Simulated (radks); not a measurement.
All-electron atom: Ar3+ in [Ne] 3s2 3p3.

All-electron calculation, non-relativistic Kohn-Sham, Slater X-alpha with alpha = 0.96, spin-polarised, spherical densities, point nucleus; open shells are filled with parallel spins first. Program: a radial shooting solver on a logarithmic mesh with Libxc functionals.

Energy parts (eV):
total: -14515.886
kinetic: 14515.886
electron-nucleus: -33628.680
Hartree: 5661.346
exchange: -1064.437

Orbitals (lengths in bohr, moments of r in powers of bohr; r(max) is where P^2 peaks; r(90%) holds 90 % of the orbital's charge):
orbital  occ.  eigenvalue (eV)   r(max)  r(90%)
1s up       1        -3207.363  0.05639   0.153
1s down     1        -3206.019  0.05638   0.153
2s up       1        -358.9427   0.3372   0.641
2s down     1        -357.4068   0.3373   0.638
2p up       3        -295.8768   0.2768   0.612
2p down     3        -294.0215   0.2772   0.609
3s up       1         -73.0279    1.112    1.85
3s down     1         -64.9863    1.111    1.89
3p up       3         -57.3036    1.160    2.00
3p down     0         -49.5438    1.164    2.08

The highest occupied level is 3p up at -57.304 eV. Spin moment in Bohr magnetons: 3.
